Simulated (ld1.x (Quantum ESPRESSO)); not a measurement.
In (Z = 49): variants of one ultrasoft potential

Base potential:

In (Z = 49), ultrasoft, made with ld1.x (Quantum ESPRESSO) 7.5 (LDA (PZ), non-relativistic). Core [Kr], reference 4d10 5s1 5p0 (charge +2). Waves: 5s (bound): rcut 1.95, rcutus 2.40 bohr; 5s channel at 0.9 Ry: rcut 1.95, rcutus 2.40 bohr; 5p (bound, empty): rcut 2.00, rcutus 2.55 bohr; 5p channel at -0.85 Ry: rcut 2.00, rcutus 2.55 bohr; 4d (bound): rcut 0.80, rcutus 1.00 bohr; 4d channel at -0.5 Ry: rcut 0.80, rcutus 1.00 bohr. Local part: all-electron potential smoothed inside 2.10 bohr (lloc = -2). Core correction: Bessel-smoothed model core inside 0.55 bohr. Augmentation charge: built from norm-conserving waves at rcut, not smoothed further.

Cutoffs, loose and tight: the cutoffs (Ry, on a coarse ladder) from which the occupation-weighted sum of valence levels, in a spherical-Bessel basis at the reference potential, stays within 10 and 1 mRy of its value at 400 Ry. They do not see the model core or the augmentation charge, which bear on the density cutoff. Test errors are all-electron minus pseudo excitation energies from the reference, over the configurations 4d10 5s2 5p1; 4d10 5s2 5p0; 4d10 5s0 5p0; 4d9 5s2 5p1; 4d10 5s2 5p0.5; 4d10 5s1 5p1; 4d9 5s2 5p2 (two spin-polarised tests are not counted in the largest error). A dash means not determined; rows that change the core or the reference have their own tests.

```tsv
change	outcome	cutoff, loose	cutoff, tight	bound ghosts	largest test error (meV)
base	generated	110 Ry	200 Ry	none	test run stopped at test 1 of 9 (negative rho)
waves 4d (bound): rcut 0.72, rcutus 0.76 bohr; 4d channel at -0.5 Ry: rcut 0.72, rcutus 0.76 bohr	generated	180 Ry	over 300 Ry	none	test run stopped at test 1 of 9 (negative rho)
waves 4d (bound): rcut 0.80, rcutus 0.86 bohr; 4d channel at -0.5 Ry: rcut 0.80, rcutus 0.86 bohr	generated	140 Ry	260 Ry	none	test run stopped at test 1 of 9 (negative rho)
waves 4d (bound): rcut 0.80, rcutus 0.90 bohr; 4d channel at -0.5 Ry: rcut 0.80, rcutus 0.90 bohr	generated	140 Ry	260 Ry	none	test run stopped at test 1 of 9 (negative rho)
waves 4d (bound): rcut 0.80, rcutus 1.02 bohr; 4d channel at -0.5 Ry: rcut 0.80, rcutus 1.02 bohr	generated	110 Ry	200 Ry	none	test run stopped at test 1 of 9 (negative rho)
waves 4d (bound): rcut 0.80, rcutus 1.14 bohr; 4d channel at -0.5 Ry: rcut 0.80, rcutus 1.14 bohr	generated	90 Ry	160 Ry	none	test run stopped at test 1 of 9 (negative rho)
waves 4d (bound): rcut 0.80, rcutus 1.24 bohr; 4d channel at -0.5 Ry: rcut 0.80, rcutus 1.24 bohr	generated	90 Ry	160 Ry	none	test run stopped at test 1 of 9 (negative rho)
waves 4d (bound): rcut 0.80, rcutus 1.38 bohr; 4d channel at -0.5 Ry: rcut 0.80, rcutus 1.38 bohr	generated	70 Ry	120 Ry	none	test run stopped at test 1 of 9 (negative rho)
```

Q: What comes out with this change to the base: waves 4d (bound): rcut 0.80, rcutus 1.48 bohr; 4d channel at -0.5 Ry: rcut 0.80, rcutus 1.48 bohr?

A: outcome: generated; cutoff, loose: 70 Ry; cutoff, tight: 110 Ry; bound ghosts: none; largest test error (meV): test run stopped at test 1 of 9 (negative rho).

Q: What comes out with this change to the base: waves 4d (bound): rcut 0.80, rcutus 1.34 bohr; 4d channel at -0.5 Ry: rcut 0.80, rcutus 1.34 bohr?

A: outcome: generated; cutoff, loose: 80 Ry; cutoff, tight: 140 Ry; bound ghosts: none; largest test error (meV): test run stopped at test 1 of 9 (negative rho).

Q: What comes out with this change to the base: waves 4d (bound): rcut 0.60, rcutus 0.64 bohr; 4d channel at -0.5 Ry: rcut 0.60, rcutus 0.64 bohr?

A: outcome: failed: chargeps: negative rho. Cause: the pseudo-density turned negative during the self-consistent test, most likely because a state had been found with a wrong node count and its wave set to zero before.

Reading the sweep of the d radius (base included, trends over the rows without a ghost): The loose cutoff falls from 180 Ry at 0.76 to 70 Ry at 1.48 bohr. A larger radius leaves more room for a smooth pseudo-wave, so fewer plane waves are needed; a smaller one forces it to follow the all-electron wave where it bends sharply. The generation fails at 0.64 bohr.
